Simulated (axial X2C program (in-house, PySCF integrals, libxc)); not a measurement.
# Spectroscopic constants of KIn

All values were computed with an in-house all-electron X2C program for linear molecules (integrals from PySCF). Spin-free means the one-electron spin-free X2C Hamiltonian; two-component (2c) means X2C with spin–orbit coupling and atomic mean-field two-electron Coulomb and Gaunt terms, so the difference of the two also holds small scalar two-electron terms. Basis: In dyall-cv3z [11s12p9d4f1g], K dyall-cv3z [11s12p6d3f] (cores contracted in-house); Gaussian nuclei, density fitting, unrestricted open shells. Masses: In 114.904 u, K 38.964 u.

Input:
```json
{"zs": [49, 19], "q": 0, "bas": ["dyall-cv3z", "dyall-cv3z"], "levels": ["PBE0", "HF", "TPSS"], "cc": true, "r0": 3.38, "thr": -1.0, "nmax": 90, "npts": 10, "nst": 2, "ntry": 6}
```
```bash
python so2c.py task.json out
```

Keys: zs atomic numbers; q charge; bas basis sets; levels methods; cc coupled cluster on or off; r0 starting distance in Å; thr threshold in hartree for freezing inner shells (an s shell follows its p shell); nmax most natural virtual spinors; npts points on the curve; nst determinants followed; ntry starts of the search. HF also brings MP2.

State, spin-free: M_S = 0, Λ = 0 (closed shell); electrons by block: σα: 16, σβ: 16, π+α: 7, π+β: 7, π-α: 7, π-β: 7, δ+α: 2, δ+β: 2, δ-α: 2, δ-β: 2. Fragments: In + K.

State, 2c: Ω = 0 (closed shell); electrons by block: 1/2: 23, -1/2: 23, 3/2: 9, -3/2: 9, 5/2: 2, -5/2: 2. Fragments: In + K.

```
Hamiltonian    level  Re (Å)  ωe (cm⁻¹)  αe (cm⁻¹)  De (eV)  D0 (eV)  μ (D)
  spin-free     PBE0   3.735      100.1   0.000166    0.544    0.537   3.85
  spin-free       HF   3.854       99.3    0.00014   -0.241   -0.247   5.69
  spin-free      MP2   3.690      107.0   0.000166    0.392    0.386    n/a
  spin-free     CCSD   3.734      101.3    0.00019    0.544    0.538    n/a
  spin-free  CCSD(T)   3.733       99.2   0.000206    0.590    0.584    n/a
  spin-free     TPSS   3.791       93.8   0.000165    0.674    0.668   3.71
         2c     PBE0   3.705       97.4   0.000159      n/a      n/a   4.28
         2c       HF   3.777       95.4   0.000121      n/a      n/a   6.86
         2c     CCSD   3.695       97.2   0.000168    0.445    0.439    n/a
         2c  CCSD(T)   3.696       94.9   0.000183    0.489    0.483    n/a
```

Correlated methods: 12 electrons correlated (number of frozen shells: In 4 s, 3 p, 2 d; K 2 s, 1 p), 300 virtual spin orbitals or spinors in MP2, 90 natural virtuals in coupled cluster.

Dipoles are positive if K is the positive end.

The state is one determinant whose occupation by symmetry is held fixed; it was picked as the lowest of a PBE0 search that is not exhaustive. The closed shell is kept restricted, so the energy runs too high when the bond is stretched far. Dissociation energies refer to the lowest single-determinant-based atoms at the same level and basis. De is not given where an atomic determinant may have missed its ground term or J level, or where the truncated virtual space spoils (T). CCSD and (T) use frozen natural virtuals with an MP2 correction for the truncation; (T) itself is uncorrected, so its De runs slightly low. PBE0 can misorder states that lie within some tenths of an eV, so this need not be the ground state of the molecule. The nearest other spin-free determinant of the search, M_S = 1, Λ = 1, lies 0.03 eV up at the distance of the search. The functionals have no current-density term, which raises determinants with orbital currents, atoms included. The T1 diagnostic is large, a sign of multireference character. With the outer-core shells frozen, correlated bond lengths of heavy atoms tend to come out a few hundredths of an ångström too long.

No reliable constants came from MP2 (2c), TPSS (2c): no minimum in range, unconverged points, a curve that is not smooth, a change of character along it, or the two Hamiltonians disagreeing along it.

Rough cost a point (2c) on 1 thread(s) of a shared host, integrals apart: PBE0 0.6 s, HF 0.4 s, CCSD(T) 6 s.

The whole task took 2.5 min on 1 thread of Arm Neoverse V2 (shared host).
